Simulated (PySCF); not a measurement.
# Interval between two levels of Ga⁺ by level of theory

Ga⁺ [Ar] 3d10 4s2 → Ga⁺ [Ar] 3d10 4s1 4d1 [3D3, M_J = 3], as a difference of total energies. All numbers are calculated (PySCF 2.14, the two-component X2C-1e Hamiltonian, in x2c-TZVPall-2c with one added diffuse shell each of s, p, d type (7s8p5d1f, 63 functions)). Correlated levels: [Ne] frozen. "Screened" scales the spin-orbit matrix elements by Boettger's factors to mimic the two-electron term; Breit and QED terms are absent.

| method | interval between two levels (cm⁻¹) |
| --- | --- |
| GHF (spin-free) | 101660 |
| GMP2 (spin-free) | 110810 |
| GHF (screened spin-orbit) | 101690 |
| GMP2 (screened spin-orbit) | 110840 |

The spin-free rows relax to the high-spin LS determinant and lack the spin-orbit shift.

Errors of the correlated levels include the incompleteness of this basis and the frozen core.

The labels give the starting determinants; with spin-orbit coupling the two ends relaxed to ⟨J²⟩ = 0.00, ⟨L²⟩ = 0.00, ⟨S²⟩ = 0.00 and ⟨J²⟩ = 12.00, ⟨L²⟩ = 6.00, ⟨S²⟩ = 2.00.

For comparison: 113880 cm⁻¹ (measured; NIST Handbook of Basic Atomic Spectroscopic Data (Sansonetti and Martin, J. Phys. Chem. Ref. Data 34, 1559 (2005))).
